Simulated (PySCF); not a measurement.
C2H9ClSi2.
Structure used (PBE0-D3(BJ)/def2-SVP), in Å, numbered top down from 1:
```xyz
14
C2H9ClSi2 angstrom
Si     1.3254    0.5804    1.5849
C      2.4171   -0.2395    0.2766
C      3.4035    0.6815   -0.4495
Si     4.7988    1.3834    0.5931
Cl     5.6873   -0.1783    1.6353
H      0.3013   -0.3946    2.0688
H      2.1319    1.0469    2.7544
H      0.6257    1.7670    0.9981
H      1.7379   -0.7152   -0.4520
H      2.9608   -1.0652    0.7674
H      2.8829    1.5440   -0.9056
H      3.8854    0.1466   -1.2871
H      5.8355    2.0044   -0.2794
H      4.3242    2.3823    1.5921
```

Computed, not measured: core-valence-separated Tamm–Dancoff BHandHLYP/aug-pcX-1 (pcseg-1 on H, def2-SVPD on Si, def2-SVPD on Cl) in PySCF, non-relativistic, gas phase, PBE0-D3(BJ)/def2-SVP geometry. The energies are unshifted.

(1) List the carbon K-edge absorption lines.

## Answers

(1) 
```
E (eV)       f  core hole on          main final orbital
285.39  0.0077            C2                 LUMO (76 %)
285.51  0.0098            C3                 LUMO (66 %)
285.85  0.0132            C3               LUMO+1 (58 %)
286.11  0.0165            C2               LUMO+1 (47 %)
286.20  0.0121            C3                      spread
286.22  0.0393            C2               LUMO+5 (31 %)
286.42  0.0568       C2 + C3  spread (2 roots, f summed)
286.87  0.0010            C3               LUMO+2 (52 %)
286.90  0.0048            C2                      spread
286.97  0.0020            C2               LUMO+2 (61 %)
```

The first line with a tenth or more of the strongest one's intensity is at 285.39 eV (f = 0.008), with the hole on C2 (sp3 carbon bound to silicon). The strongest listed is at 286.42 eV (f = 0.057, sum of 2; C2 + C3).

Roots within 0.03 eV whose holes lie on the same, on equivalent or on shared atoms are summed into one line, and the highest roots are left out, as the search may have cut off their partners. Final orbitals are the ground state's empty Kohn–Sham orbitals.

Task: What length of transition dipole belongs to the line at 285.85 eV?

Result: From f = (2/3) ΔE |μ|² in atomic units, with ΔE = 10.505 Eh and f = 0.0132: |μ| = 0.043 au = 0.11 D.

Only the lowest roots of each edge were sought.

The run took about 30 s of CPU time (one thread, shared machine).

One conformer stands for the species.
